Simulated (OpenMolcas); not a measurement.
# Levels of neutral beryllium by method

| Property | Result |
| --- | --- |
| Program | OpenMolcas |
| Basis | ANO-RCC-VTZP [4s3p2d1f] |
| Scalar Hamiltonian | DKH2, point nucleus |
| Active space | 2 electrons in 9 orbitals (RAS2 2s 2p; RAS3 3d, at most 2 electrons) |
| State averaging | 2S+1 = 3 even, 3 roots; 2S+1 = 1 even, 6 roots; 2S+1 = 3 odd, 3 roots; 2S+1 = 1 odd, 3 roots |
| Spin-orbit coupling | state interaction with AMFI integrals over the reference wave functions, term energies averaged over their components |

Methods on the same reference wave functions:
A. RASSCF
B. SS-RASPT2, IPEA 0.25 Eh, imaginary shift 0.1 Eh (closed shells correlated: 1s)
C. XMS-RASPT2, IPEA 0.25 Eh, imaginary shift 0.1 Eh (closed shells correlated: 1s)

Energies in cm-1 above 2s2 1S0, the measured ground level; measured values from NIST Handbook of Basic Atomic Spectroscopic Data.

```
      Level      A      B      C  Measured
    2s2 1S0    0.0    0.0    0.0       0.0
2s 2p 3P* 0  21279  21839  22303     21978
2s 2p 3P* 1  21280  21840  22304     21979
2s 2p 3P* 2  21282  21842  22306     21981
2s 2p 1P* 1  44866  43860  44165     42565
    2p2 3P0  59736  60031  60414     59694
    2p2 3P1  59737  60032  60415     59695
    2p2 3P2  59739  60034  60417     59697
    2p2 1D2  60574  60728  61100     56882
```

Deviations, from unrounded energies. A percentage is the sum of absolute deviations over the sum of measured energies, with the sign that they share, or ± where signs differ.

| Against measurement | Levels | A | B | C |
| --- | --- | --- | --- | --- |
| mean absolute deviation (cm-1) | 8 | 1000 | 820 | 1100 |
| other configurations (%) | 8 | ±2.4 | ±1.9 | +2.6 |

B lies closest to measurement on these levels and C furthest from it. The largest miss of B in the table is 2p2 1D2, by +3800 cm-1. The ranking rests on the paired levels alone, and a cruder setting can come out closer through cancelling errors.

Between B and C the level of the table that moves most is 2s 2p 3P* 0, by 460 cm-1 (lowest in B, highest in C).

The lowest spin-free term lies below A's lowest term by 0.040 hartree in B, 0.042 hartree in C.

Active for correlation alone: 3d; no level in the range computed is led by a configuration that fills it, so any true level of that kind is missing. Without dynamic correlation excited terms often stand tens of per cent too high (terms of higher spin than the ground term too low), and those without a measured partner can miss by more than the paired ones (holds for A). Measured partners are found by configuration, term and J. A level has none where our copy of the source lacks it or the pairing is in doubt (some pairs that miss far off the trend of their configuration count as doubtful), and it then counts in no deviation. Levels of configurations outside the active space are missing.

* marks odd parity.
